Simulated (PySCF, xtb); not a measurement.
C₄H₅BO, SMILES C#CB1COC1.

xtb with GFN2-xTB at its own geometry gives an orbital gap of 2.92 eV and a dipole moment of 2.40 D.

Coordinates come from a r2SCAN-D4/def2-SVP optimisation. The structure was generated by enumeration, and PubChem lists no compound with its InChIKey, so it may never have been made.

### Question
What does HF/def2-TZVP (PySCF) give? (An estimate is asked for; the answer gives what the named calculation found.)

### Answer
gap 12.29 eV (levels -10.72 and 1.56 eV), dipole 2.90 D.
